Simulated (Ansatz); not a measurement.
Reaction (redistribution): `C=C[SiH2]O[SiH2]F` + `O[SiH2]N[SiH2]Cl` → `C=C[SiH2]N[SiH2]O` + `F[SiH2]O[SiH2]Cl`

Program: Ansatz. Geometries: PBE0-D4/def2-TZVP. ΔE: electronic, gas phase. CBS: MP2 limit from def2 TZ/QZ plus the TZ coupled-cluster correction, frozen cores. This one scheme is used for every species. One conformer a species, not always the lowest.

`C=C[SiH2]O[SiH2]F`:

```xyz
13

C     0.725    2.047    0.829
C    -0.491    1.574    1.087
Si   -1.052   -0.109    0.563
O     0.182   -0.832   -0.246
Si    0.644   -1.829   -1.430
F     0.417   -3.341   -0.978
H     1.040    3.037    1.145
H     1.460    1.457    0.290
H    -1.190    2.206    1.634
H    -1.413   -0.938    1.742
H    -2.240   -0.017   -0.329
H    -0.172   -1.611   -2.645
H     2.091   -1.645   -1.663
```

`O[SiH2]N[SiH2]Cl`:

Cartesian coordinates in Å:
```
O 0.171 -0.750 -2.460
Si 0.685 -0.785 -0.901
N 0.251 0.633 -0.015
Si -0.692 0.723 1.409
Cl 0.421 0.529 3.135
H -0.772 -0.679 -2.618
H 0.078 -1.906 -0.138
H 2.152 -0.916 -1.023
H 0.715 1.489 -0.287
H -1.343 2.049 1.494
H -1.666 -0.388 1.404
```

`C=C[SiH2]N[SiH2]O`:

```xyz
15

C     1.441    1.759   -0.868
C     1.563    0.682   -0.093
Si    0.808   -0.965   -0.534
N    -0.445   -1.420    0.568
Si   -1.960   -0.626    0.775
O    -1.810    0.930    0.271
H     1.881    2.718   -0.609
H     0.894    1.722   -1.807
H     2.122    0.780    0.837
H     0.283   -0.831   -1.919
H     1.845   -2.030   -0.472
H    -0.233   -2.178    1.199
H    -3.052   -1.173   -0.065
H    -2.338   -0.758    2.209
H    -1.000    1.390    0.510
```

`F[SiH2]O[SiH2]Cl`:

Z-matrix (Å, degrees):
```
Si
O 1 1.624
F 1 1.593 2 109.1
H 1 1.475 2 108.0 3 -117.1
H 1 1.477 2 110.4 3 118.1
Si 2 1.626 1 148.3 3 -64.1
Cl 6 2.050 2 109.9 1 -29.0
H 6 1.477 2 110.0 1 89.5
H 6 1.476 2 108.5 1 -147.0
```

```
            species  CCSD(T)/CBS(def2) energy (Eh)
`C=C[SiH2]O[SiH2]F`                     -833.58294
 `O[SiH2]N[SiH2]Cl`                    -1171.58398
`C=C[SiH2]N[SiH2]O`                     -789.64304
 `F[SiH2]O[SiH2]Cl`                    -1215.52176
```

Task: Work out ΔE.

Result: ΔE = (-789.64304) + (-1215.52176) − (-833.58294) − (-1171.58398) = 0.00212 Eh = +0.06 eV.

Largest T1 diagnostic among the species: 0.012.

In def2-TZVPP, CCSD(T) changes the Hartree–Fock value by −0.04 eV (the triples alone add −0.01 eV) and MP2 by −0.05 eV. The D4 term adds −0.05 eV with B3LYP and −0.03 eV with PBE0; it sums over pairs of atoms, weighted by their polarisabilities, and B3LYP, whose exchange is more repulsive, gets the larger term.

B3LYP here is the variant with VWN-RPA as its local correlation; programs differ in this.
